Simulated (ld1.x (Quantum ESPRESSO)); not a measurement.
## Which change was made? (Rb, TM)

| Item | Value |
| --- | --- |
| Element | Rb (Z = 37) |
| Generator | ld1.x (Quantum ESPRESSO) 7.5 |
| Type | norm-conserving Troullier–Martins (Kleinman–Bylander form) |
| Functional | PBE |
| Relativity | scalar-relativistic |
| Frozen core | [Ar] 3d10 |
| Valence charge | 9 |
| Reference configuration | 4s2 4p6 4d0 5s0 5p0 (charge +1) |
| Partial waves | 4p (bound): rc 1.60 bohr; 4d (bound, empty): rc 3.10 bohr; 4s (bound): rc 1.85 bohr |
| Local potential | the s channel |
| Core correction | a·sin(br)/r model core, default radius (core density twice the valence density) |

Cutoffs, loose and tight: the cutoffs (Ry, on a coarse ladder) from which the occupation-weighted sum of valence levels, in a spherical-Bessel basis at the reference potential, stays within 10 and 1 mRy of its value at 400 Ry. They do not see the model core or the augmentation charge, which bear on the density cutoff. Test errors are all-electron minus pseudo excitation energies from the reference, over the configurations 4s2 4p6 4d0 5s1 5p0; 4s2 4p6 4d0 5s0.5 5p0; 4s2 4p6 4d0 5s0 5p1; 4s1 4p6 4d0 5s1 5p0; 4s2 4p6 4d1 5s0 5p0; 4s2 4p5 4d0 5s1 5p0; 4s2 4p6 4d0.5 5s0.5 5p0; variants that change the core or the reference have their own tests. The largest error is taken over the tests solved by every variant that gives reliable tests at all, those not shown here included: 4s1 4p6 4d0 5s1 5p0; 4s2 4p5 4d0 5s1 5p0; 4s2 4p6 4d0 5s0.5 5p0; 4s2 4p6 4d0 5s1 5p0; 4s2 4p6 4d0.5 5s0.5 5p0; 4s2 4p6 4d1 5s0 5p0.

The base gives: outcome: generated; cutoff, loose: 40 Ry; cutoff, tight: 80 Ry; bound ghosts: none; largest test error (meV): +253.

(1) After one change the result is: outcome: generated; cutoff, loose: 35 Ry; cutoff, tight: 70 Ry; bound ghosts: none; largest test error (meV): +344. Which change was it?
A. all radii but the core radius scaled by about 0.90 (s 1.66, p 1.44, d 2.78 bohr)
B. all radii but the core radius scaled by about 1.28 (s 2.36, p 2.04, d 3.96 bohr)
C. all radii but the core radius scaled by about 1.04 (s 1.92, p 1.66, d 3.22 bohr)

Results:

(1) C. The others give: all radii but the core radius scaled by about 0.90 (s 1.66, p 1.44, d 2.78 bohr) → outcome: generated; cutoff, loose: 50 Ry; cutoff, tight: 80 Ry; bound ghosts: none; largest test error (meV): +145 | all radii but the core radius scaled by about 1.28 (s 2.36, p 2.04, d 3.96 bohr) → outcome: generated; cutoff, loose: 25 Ry; cutoff, tight: 35 Ry; bound ghosts: none; largest test error (meV): +996.
